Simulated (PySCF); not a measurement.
Species: C8H7 (doublet state).
Numbering: `[CH2:1]=[C:2][c:3]1[cH:4][cH:5][cH:6][cH:7][cH:8]1` (hydrogens: H9, H10 on C1; H11 on C4; H12 on C5; H13 on C6; H14 on C7; H15 on C8)

Theory: UKS B3LYP, pcH-1 on C H, non-relativistic, mean-field spin-orbit, GIAO in PySCF. Isolated species at its GFN2-xTB geometry, gas phase. A GFN2-xTB geometry isn't a minimum of the functional, and hyperfine couplings can be far from their values at a DFT geometry. No stability test was run, so a lower SCF solution isn't excluded. ⟨S²⟩ is 0.783 where a pure state has 0.75.

Problem. Match the computed a_iso(1H) values +125.5, -20.4, -17.3, +7.1 MHz (means over equivalent nuclei) with the sites H9/H10; H11/H15; H12/H14; H13.

Solution. 
```json
{"site": "H9/H10", "a_iso (MHz)": "+125.5", "ρ(0) (bohr⁻³)": "+0.0281", "position": "2 bonds from C2, on C1 of spin population -0.12", "distance from C2 (Å)": "2.08", "bound to": "C1", "spin population there": "-0.12", "largest |T| (MHz)": "5.8"}
{"site": "H11/H15", "a_iso (MHz)": "-17.3", "ρ(0) (bohr⁻³)": "-0.0039", "position": "3 bonds from C2, on C4 of spin population +0.27", "distance from C2 (Å)": "2.65", "bound to": "C4/C8", "spin population there": "+0.27", "largest |T| (MHz)": "9.3"}
{"site": "H12/H14", "a_iso (MHz)": "+7.1", "ρ(0) (bohr⁻³)": "+0.0016", "position": "4 bonds from C2, on C5 of spin population -0.14", "distance from C2 (Å)": "4.54", "bound to": "C5/C7", "spin population there": "-0.14", "largest |T| (MHz)": "3.6"}
{"site": "H13", "a_iso (MHz)": "-20.4", "ρ(0) (bohr⁻³)": "-0.0046", "position": "5 bonds from C2, on C6 of spin population +0.32", "distance from C2 (Å)": "5.24", "bound to": "C6", "spin population there": "+0.32", "largest |T| (MHz)": "12.2"}
```

ρ(0) is the spin density at the nucleus and T the dipolar tensor; entries for several nuclei are means. The Mulliken spin populations are largest on C2 (+0.65), C6 (+0.32), C4 (+0.27) and C8 (+0.27). Four atoms exceed +0.15. The positive populations add up to 1.62 and the negative ones to -0.62, together 2S = 1.

Nuclei that the bonding pattern makes equivalent are averaged, as if the motion that swaps them (rotation, inversion, ring flip) were fast.

On Arm Neoverse V1, one thread, shared host with 32 logical CPUs at a one-minute load of 12, this took 61 s (with the writing of density and orbital grids) and 0.97 GiB of memory at its peak.
